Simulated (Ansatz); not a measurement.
Cr₂N₂. Charge 0, multiplicity 1. Geometry r2SCAN-D4/def2-SVP; atoms count from 1.

```xyz
4

Cr   -1.1616   -0.2220   -0.1075
Cr   -0.0833    1.0315   -0.5824
N     0.5150   -0.1054    0.8902
N     0.7300   -0.7042   -0.2003
```

The restricted singlet is unstable: a solution with broken spin symmetry lies lower. The geometry of the singlet was relaxed on an unsound state (restricted singlet, unstable towards broken spin symmetry at other levels and untested here). At PBE0-D4/def2-TZVP a triplet of charge 0 lies 4.39 eV below the restricted singlet, each at its own geometry. That triplet is doubtful there (⟨S²⟩ 5.79, where a pure state has 2.00). The structure comes from a short search, and lower isomers may exist.

Estimate the Mulliken populations from the PBE0/def2-TZVP orbitals of Ansatz.


| atom | charge (e) | d electrons |
| --- | --- | --- |
| Cr1 | 0.30 | 4.95 |
| Cr2 | 0.30 | 4.95 |
| N3 | -0.30 | – |
| N4 | -0.30 | – |
Mulliken values and Mayer orders depend strongly on the basis.

And the Mayer bond orders between bonded heavy atoms (over 0.3)?

Cr1–Cr2 3.93 (1.72 Å); Cr1–N3 0.76 (1.95 Å); Cr1–N4 0.76 (1.95 Å); Cr2–N3 0.76 (1.95 Å); Cr2–N4 0.76 (1.95 Å); N3–N4 1.28 (1.26 Å).
